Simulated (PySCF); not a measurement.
# Ti2+: what the settings change

The free ion Ti2+ in its d2 configuration.

Method (PySCF 2.14, density fitting): CASSCF(2,5) with orbitals averaged over all microstates of the shell, strongly contracted NEVPT2 on the averaged canonical orbitals; basis x2c-TZVPall; spin-free X2C; gas phase; spin-orbit coupling by state interaction with the mean-field operator over all roots.

Base run: NEVPT2 ground state 3F, next 1D at 9026, then 3P at 11108 cm⁻¹, B(NEVPT2) 742, ζ 123 cm⁻¹, μeff(300 K) 3.35 μB.

Problem. What happens with fewer roots (all of 2S+1 = 3, 3 of 2S+1 = 1)?

Solution. NEVPT2 ground state 3F, next 1D at 9026, then 3P at 11108 cm⁻¹, B(CASSCF) 888, ζ 123 cm⁻¹, μeff(300 K) 3.35 μB.

Problem. What happens with the basis def2-TZVP and no scalar relativity?

Solution. NEVPT2 ground state 3F, next 1D at 9086, then 3P at 11159 cm⁻¹, B(NEVPT2) 745, ζ 125 cm⁻¹, μeff(300 K) 3.33 μB.

Problem. What happens with the bare-nucleus spin-orbit operator, which lacks the electrons' screening?

Solution. NEVPT2 ground state 3F, next 1D at 9026, then 3P at 11108 cm⁻¹, B(NEVPT2) 742, ζ 265 cm⁻¹, μeff(300 K) 2.45 μB.
